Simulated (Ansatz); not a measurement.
Molecule: CH4B, charge 0, multiplicity 2. It need not be the lowest isomer of its formula. 
Geometry from a B3LYP-D3(BJ)/def2-TZVP (Ansatz, a quantum-chemistry and plane-wave program) optimisation:
```xyz
6

B      0.9498    -0.0292    -0.1000
C     -0.5845    -0.0711    -0.0092
H      1.6916     0.7974     0.3331
H     -1.0420     0.9100    -0.1870
H     -1.0796    -0.8178    -0.6312
H     -0.8118    -0.3173     1.0407
```
Charge 0, spin multiplicity 2.

Basis-set convergence of Hartree-Fock and CCSD(T) correlation energies (hartree) with Ansatz. Correlated levels leave the core frozen unless marked. UHF or UKS for open shells. Spin-orbit coupling is left out. No relativistic terms.

| basis | functions | E(HF) | E(corr, CCSD(T)) |
|---|---|---|---|
| def2-SVPD | 72 | -64.75916 | -0.25706 |
| def2-TZVPPD | 142 | -64.82936 | -0.29596 |
| def2-QZVPPD | 258 | -64.83247 | -0.30925 |

Extrapolating the two largest sets (X = 3 and 4) as X^-3: E(corr) = (64·(-0.30925) - 27·(-0.29596))/37 = -0.3189 Eh, an estimate of the basis-set limit. The largest set recovers 97.0 % of it, the smallest 80.6 %.
